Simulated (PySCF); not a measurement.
Bonds (- single, = double, # triple, : aromatic): Si1-N2, N2-B3, B3-C4, C4=C5, C5-C6, C6=C7, C7-C8, C8=C9, C9-B3. Si1 carries H10, H11, H12; N2 carries H13; C4 carries H14; C5 carries H15; C6 carries H16; C7 carries H17; C8 carries H18; C9 carries H19.

[PySCF: PBE0-D3(BJ)/def2-SVP structure; GIAO PBE0/pcSseg-1 shieldings; gas phase; fast rotation and ring inversion assumed for equivalent nuclei; single conformer; relativity neglected]

**Question.** List the cross peaks expected in HSQC, COSY and HMBC spectra.

**Answer.** 

HSQC (one-bond C–H):
```csv
δH,δC
7.56 (H15/H18),151.5 (C5/C8)
7.18 (H14/H19),153.0 (C4/C9)
6.92 (H16/H17),140.1 (C6/C7)
```

COSY cross peaks (H two or three bonds apart, from the bond graph; peaks can be absent where the dihedral angle is near 90°):
```csv
δH,δH
7.56 (H15/H18),7.18 (H14/H19)
7.56 (H15/H18),6.92 (H16/H17)
```

HMBC (two and three bonds, from the bond graph):
```csv
δH,δC
7.56 (H15/H18),"153.0 (C4/C9), 140.1 (C6/C7)"
7.18 (H14/H19),"153.0 (C4/C9), 151.5 (C5/C8), 140.1 (C6/C7)"
6.92 (H16/H17),"153.0 (C4/C9), 151.5 (C5/C8), 140.1 (C6/C7)"
```

References, each an isolated molecule treated in the same way: ¹H (σ = 31.27 ppm), ¹³C (σ = 184.41 ppm) against TMS.

Short H···H contacts in this conformer between protons four or more bonds apart (candidates for NOE cross peaks, intensity ∝ r⁻⁶): H10···H19 2.74 Å.

OH and NH positions are those of a molecule without intermolecular hydrogen bonds; in solution they move with solvent, concentration and temperature, and exchange usually removes their couplings. A carbon bonded to boron is broadened by the quadrupolar boron nucleus and is often missing from a measured spectrum. Shifts are as computed. Against solution values, carbons near 30 ppm lie about +2 ppm off and those near 130 ppm about +5 ppm. Of 1309 compounds with measured shifts, 239 miss one by over three times the rms of a fit or turn the order of signals round; such compounds aren't used in these exercises.
